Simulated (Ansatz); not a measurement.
Reaction (formal exchange of groups at a B–Sn bond): `[BH2][SnH2][SiH2][SiH3]` + `CC=N` → `BCC=N` + `[SiH3][SiH2][SnH3]`

Gas-phase electronic energies from Ansatz, PBE0-D4/def2-TZVP geometries. CCSD(T)/CBS adds triple-zeta CCSD(T) − MP2 to the extrapolated MP2 energy (def2 sets, frozen cores). def2 core potentials past Kr. For Sn outer-core shells are correlated without core-valence functions, which leaves a few kJ/mol of doubt a bond. One conformer a species, not always the lowest.

`[BH2][SnH2][SiH2][SiH3]`:

Z-matrix (Å, degrees):
```
Sn
Si 1 2.578
B 1 2.234 2 106.7
H 1 1.711 2 107.1 3 -121.3
H 1 1.710 2 108.3 3 122.9
Si 2 2.335 1 109.5 3 52.6
H 2 1.490 1 109.1 3 -67.1
H 2 1.489 1 110.0 3 174.4
H 3 1.194 1 120.4 2 -86.5
H 3 1.194 1 120.9 2 89.6
H 6 1.488 2 109.9 1 59.4
H 6 1.489 2 108.8 1 -59.0
H 6 1.488 2 112.3 1 -179.3
```

`CC=N`:

```xyz
8

C    -0.274   -0.059    0.770
C     0.597    0.028   -0.439
N     0.241    0.130   -1.646
H    -0.052    0.764    1.457
H    -1.333   -0.024    0.507
H    -0.074   -0.986    1.316
H     1.675   -0.002   -0.246
H    -0.779    0.149   -1.719
```

`BCC=N`:

Z-matrix (Å, degrees):
```
C
C 1 1.494
B 1 1.554 2 115.9
H 1 1.110 2 108.0 3 -109.9
H 1 1.094 2 112.1 3 133.9
N 2 1.263 1 127.7 3 -124.5
H 2 1.095 1 115.2 3 53.6
H 3 1.196 1 120.3 2 157.5
H 3 1.197 1 120.2 2 -26.4
H 6 1.023 2 110.8 1 -1.6
```

`[SiH3][SiH2][SnH3]`:

```xyz
11

Si    0.680   -1.726    0.828
Si    0.930    0.462    0.049
Sn   -1.301    1.358   -0.838
H     1.961   -2.271    1.352
H     0.206   -2.597   -0.281
H    -0.333   -1.754    1.917
H     1.941    0.501   -1.043
H     1.406    1.343    1.152
H    -2.480    1.347    0.398
H    -1.866    0.379   -2.119
H    -1.144    2.957   -1.415
```

```tsv
species	SCS-MP2/def2-QZVPP energy (Eh)
`[BH2][SnH2][SiH2][SiH3]`	-822.04381
`CC=N`	-133.71881
`BCC=N`	-159.07646
`[SiH3][SiH2][SnH3]`	-796.68983
```

**Question.** Work out ΔE.

**Answer.** ΔE = (-159.07646) + (-796.68983) − (-822.04381) − (-133.71881) = -0.00367 Eh = -9.6 kJ/mol. CCSD(T)/CBS gives -7.7 kJ/mol.

Largest T1 diagnostic among the species: 0.014.

From BLYP to BHLYP (50 % exact exchange), in def2-TZVPP and without D4, ΔE moves by −3.6 kJ/mol. In def2-TZVPP, CCSD(T) changes the Hartree–Fock value by +7.8 kJ/mol (the triples alone add +0.6 kJ/mol) and MP2 by +7.9 kJ/mol.
